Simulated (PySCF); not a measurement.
CHOS, charge +1, singlet, geometry from GFN2-xTB. Base run: PySCF with CAMB3LYP/6-31G.

The PySCF input:
```python
from pyscf import gto, scf, dft

mol = gto.M(
    atom='''
O    -0.341805    0.101021   -1.687045
C    -0.131217    0.040980   -0.583260
S     0.275850   -0.094739    0.974709
H    -0.891865    0.461767    1.400571
''',
    basis='6-31g',
    charge=1,
    spin=0,
    verbose=4,
)

mf = dft.RKS(mol)
mf.xc = 'camb3lyp'
mf.kernel()
```

Variants of this job, named by their change:

| change | ΔE vs base (mEh) | SCF cycles | outcome |
|---|---|---|---|
| base | 0.000 | 10 | converged |
| level_shift = 0.1 (with mf.max_cycle = 100) | 0.000 | 11 | converged |
| diis_space = 12 | 0.000 | 10 | converged |
| diis = off; damp = 0.6 (with mf.diis_start_cycle = 200; with mf.max_cycle = 150) | 0.000 | 23 | converged |
| diis = off; damp = 0.3 (with mf.diis_start_cycle = 200; with mf.max_cycle = 150) | - | 150 | not converged |
| DIIS = EDIIS | - | 50 | not converged |
| conv_tol = 1e-11 | 0.000 | 11 | converged |
| diis_space = 20 | 0.000 | 10 | converged |
| level_shift = 0.3 (with mf.max_cycle = 100) | 0.000 | 14 | converged |
| conv_tol = 1e-12 | 0.000 | 12 | converged |
| diis_space = 2 | 0.000 | 15 | converged |
| diis_space = 4 | 0.000 | 10 | converged |
| damp = 0.5; diis_start_cycle = 5 | 0.000 | 12 | converged |
